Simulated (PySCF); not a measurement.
**`C/C=C/[CH2][GeH2][CH2]C`, C₆H₁₄Ge**

Geometry (Å), atoms numbered from 1 in this order:
```xyz
21

C     3.357    0.662    0.063
C     2.294   -0.178   -0.565
C     1.024    0.178   -0.682
C    -0.042   -0.665   -1.284
Ge   -1.223   -1.431    0.131
C    -1.873   -0.035    1.384
C    -2.634    1.082    0.682
H     2.952    1.611    0.405
H     4.156    0.857   -0.652
H     3.797    0.141    0.914
H     2.620   -1.137   -0.947
H     0.703    1.140   -0.300
H     0.394   -1.480   -1.861
H    -0.661   -0.069   -1.957
H    -0.473   -2.490    0.901
H    -2.392   -2.138   -0.519
H    -1.013    0.378    1.913
H    -2.513   -0.500    2.135
H    -1.996    1.586   -0.042
H    -3.497    0.682    0.152
H    -2.986    1.823    1.398
```

Method: GIAO BHandHLYP/pcSseg-1 magnetisability, rotational g tensor and spin-rotation constants, non-relativistic, gas phase in PySCF 2.14.0. Geometry: GFN2-xTB.

The calculation is non-relativistic, which matters for the atoms heavier than Zn.

Problem. Give the nuclear spin-rotation constants along the inertial axes (H = +C I·J) beside the isotropic shieldings.

Solution. Rotational constants 2.6234, 0.8529, 0.7360 GHz. A star marks the isotopologue with that one atom substituted, in its own axes.
```csv
atom,isotope,Caa (kHz),Cbb (kHz),Ccc (kHz),mean (kHz),σ (ppm)
H8,1H,-0.269,0.024,-0.085,-0.110,30.2
H9,1H,-0.002,-0.091,-0.059,-0.050,30.0
H10,1H,-0.275,-0.089,0.017,-0.116,30.1
H11,1H,-0.259,0.079,-0.083,-0.088,26.2
H12,1H,-0.255,0.080,-0.085,-0.086,26.2
H13,1H,-0.245,0.014,-0.084,-0.105,30.1
H14,1H,-0.247,-0.085,0.002,-0.110,30.1
H15,1H,-0.223,-0.055,-0.003,-0.093,28.3
H16,1H,-0.058,-0.051,-0.051,-0.053,28.1
H17,1H,-0.108,-0.068,-0.060,-0.079,30.9
H18,1H,-0.084,-0.091,-0.050,-0.075,31.1
H19,1H,-0.073,-0.091,-0.048,-0.071,30.8
H20,1H,-0.090,-0.073,-0.058,-0.074,30.8
H21,1H,-0.244,0.002,-0.074,-0.105,30.3
C1,13C*,0.386,0.120,0.111,0.205,165.0
C2,13C*,0.776,0.403,0.133,0.438,53.6
C3,13C*,0.760,0.418,0.139,0.439,50.4
C4,13C*,0.376,0.112,0.111,0.200,169.0
Ge5,73Ge*,-0.689,-0.227,-0.205,-0.374,1496.8
C6,13C*,0.319,0.113,0.086,0.173,180.9
C7,13C*,0.355,0.112,0.097,0.188,174.0
```
For the geometry as given, no vibrational averaging.

Problem. How do the rotational constants and the g tensor change when H8, H9, H10, H11, H12, H13, H14, H15, H16, H17, H18, H19, H20, H21 are replaced by deuterium?

Solution. Constants 2.0774, 0.7227, 0.6239 GHz; g -0.0086, -0.0053, -0.0010, against -0.0106, -0.0063, -0.0012 before.
